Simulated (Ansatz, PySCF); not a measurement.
Molecule: AlBr, charge 0, multiplicity 1. SMILES: [Al][Br]
Geometry: optimised at B3LYP-D3(BJ)/def2-TZVP (Ansatz, a program for electronic structure).

Quantity: atomisation energy (electronic, to ground-state atoms), in kJ/mol. Correlated levels leave the core frozen unless marked. Open shells are spin-unrestricted. No spin-orbit coupling. The frozen core is the preceding noble-gas configuration, with the filled d and f shells of earlier blocks. Non-relativistic. The coupled-cluster limit lacks core correlation, which all-electron functionals hold. CBS(X,Y): correlation extrapolated as X^-3; Hartree-Fock from the larger set.

```json
[
 {"level": "TPSSh/def2-TZVPD", "program": "PySCF", "atomisation energy (kJ/mol)": "444.0", "minus last row": "-9.8"},
 {"level": "LC-wPBE/def2-TZVPD", "program": "Ansatz", "atomisation energy (kJ/mol)": "428.9", "minus last row": "-24.9"},
 {"level": "MP2/CBS(def2-TZVPP,def2-QZVPP)", "program": "Ansatz", "atomisation energy (kJ/mol)": "467.7", "minus last row": "13.9"},
 {"level": "SCS-MP2/def2-TZVPPD", "program": "Ansatz", "atomisation energy (kJ/mol)": "439.3", "minus last row": "-14.5"},
 {"level": "SCS-MP2/def2-QZVPPD", "program": "Ansatz", "atomisation energy (kJ/mol)": "448.5", "minus last row": "-5.3"},
 {"level": "CCSD/def2-SVPD", "program": "Ansatz", "atomisation energy (kJ/mol)": "415.6", "minus last row": "-38.2"},
 {"level": "CCSD(T)/CBS(def2-TZVPPD,def2-QZVPPD)", "program": "Ansatz", "atomisation energy (kJ/mol)": "453.8", "minus last row": "0.0"}
]
```
